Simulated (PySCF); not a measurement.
**Be (beryllium, neutral) across methods**

[He] 2p2, high-spin 3P determinant (an excited configuration). Calculation: PySCF 2.14, in aug-cc-pCVDZ; no relativity, point nucleus. The B2PLYP total includes its PT2 part (frozen core); its orbital energies are those of the SCF part.

```csv
method,E (hartree),mean ε 1s α (eV),mean ε 1s β (eV),mean ε 2p α (eV),Σ⟨r²⟩ (bohr²),⟨S²⟩
r2SCAN,-14.4242,-110.54,-110.22,-3.512,20.93,2.000
B2PLYP,-14.3990,-120.43,-120.14,-4.703,21.22,2.000
PBE0,-14.4055,-113.89,-113.51,-4.135,20.96,2.000
MN15,-14.4224,-113.27,-112.95,-4.166,21.36,2.000
LDA,-14.2240,-106.72,-106.35,-3.344,21.00,2.000
CAM-B3LYP,-14.4046,-114.89,-114.59,-5.054,20.61,2.000
PBE,-14.4085,-108.03,-107.64,-3.388,20.88,2.000
r2SCANh,-14.4215,-112.61,-112.28,-3.785,20.98,2.000
```

**Question.** Estimate the same row for UHF.

**Answer.** E (hartree) = -14.33466; mean ε 1s α (eV) = -130.80; mean ε 1s β (eV) = -130.48; mean ε 2p α (eV) = -6.019; Σ⟨r²⟩ (bohr²) = 21.93; ⟨S²⟩ = 2.000.
